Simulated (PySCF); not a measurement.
How the method changes the constants of KBe⁺

State: ¹Σ⁺ (singlet), closed shell. Set-up: PySCF, no relativity, basis sets K pcseg-2, Be pcseg-2. De refers to K⁺ + Be in their ground configurations, without counterpoise correction. A positive dipole points towards Be; it is taken about the centre of mass and depends on that origin.

```
      Level  Re (Å)  ωe (cm⁻¹)  De (eV)  μ (D)
    RHF-MP2   3.540        128    0.213    n/a
RHF-SCS-MP2   3.565        124    0.202    n/a
   RHF-CCSD   3.590        116    0.169    n/a
RHF-CCSD(T)   3.569        119    0.174    n/a
        PBE   3.462        142    0.263  -0.52
       TPSS   3.503        137    0.242  -0.62
     r²SCAN   3.529        133    0.225  -0.70
      TPSSh   3.505        137    0.237  -0.64
       PBE0   3.474        140    0.246  -0.60
      HSE06   3.475        141    0.249  -0.59
  BHandHLYP   3.498        138    0.230  -0.66
```

**Question.** Which functional lies closest to RHF-CCSD(T) in De, which farthest, and by how much do they differ from it?

**Answer.** Closest is r²SCAN (-4.0 pm in Re, +11.8 % in ωe, +0.05 eV in De against RHF-CCSD(T) in the same basis), farthest PBE (-10.7 pm in Re, +19.3 % in ωe, +0.09 eV in De). CCSD(T) converges more slowly with the basis than the functionals do and binds too weakly in this one, so the order can change at the basis-set limit.

**Question.** What does a quarter of exact exchange do here, going from PBE to PBE0?

**Answer.** PBE0 less PBE: +1.2 pm in Re, -1.4 % in ωe, -0.02 eV in De. Exact exchange removes part of the self-interaction that spreads semilocal densities, and in most molecules shortens and stiffens the bond and lowers De; here Re and ωe go the other way.

**Question.** What does the step from GGA to meta-GGA do here, going from PBE to r²SCAN?

**Answer.** r²SCAN less PBE: +6.7 pm in Re, -6.3 % in ωe, -0.04 eV in De. 

Correlated steps freeze 5 core orbitals. Closed-shell solutions of metal pairs were not tested for spin polarisation, which can lower them a little. The bond is weak. Basis-set superposition, not corrected here, can be much of De in a small basis, most of all at correlated wavefunction levels. For an ion De counts to the pair picked by the measured ionisation energies or electron affinities, which need not be the lowest pair at this level.

The whole job (state search and all levels along the bond) took about 1.1 min on 1 thread of Arm Neoverse V2 (shared host), peak memory 0.54 GiB.
